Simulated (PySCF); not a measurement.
Compound: ethaneselenal, C₂H₄Se.
Bonds: C1–C2, C2–Se3 (double). Hydrogens: H4, H5, H6 on C1; H7 on C2.

The closed-shell ground state was solved at several levels (PySCF, density fitting, gas phase). Geometry: PBE0-D3(BJ)/def2-SVP; no solvent, vibrations or thermal averaging. Relativistic effects, spin–orbit coupling among them, are left out although an element past zinc is present.

```
          level  basis functions  total energy (Eh)  HOMO (eV)  LUMO (eV)  gap (eV)  dipole (D)
B3LYP/def2-SVPD              113         -2479.8359      -6.00      -2.63      3.37        2.40
  PBE0/pcSseg-2              191         -2479.8310      -6.23      -2.40      3.83        2.46
  PBE0/pcSseg-1               95         -2479.4926      -6.17      -2.35      3.82        2.35
```

Question: Estimate the row for B3LYP/pcJ-1 (pcSseg-1 on Se), a basis of 135 functions; the other rows only guide the guess.

Answer: Total energy -2479.9379 Eh, HOMO -5.89 eV, LUMO -2.49 eV, gap 3.40 eV, dipole 2.24 D.

Question: How far do the dipole and the HOMO energy spread over the levels?

Answer: The dipole runs from 2.24 to 2.46 D (mean 2.36 D) and the HOMO from -6.23 to -5.89 eV.
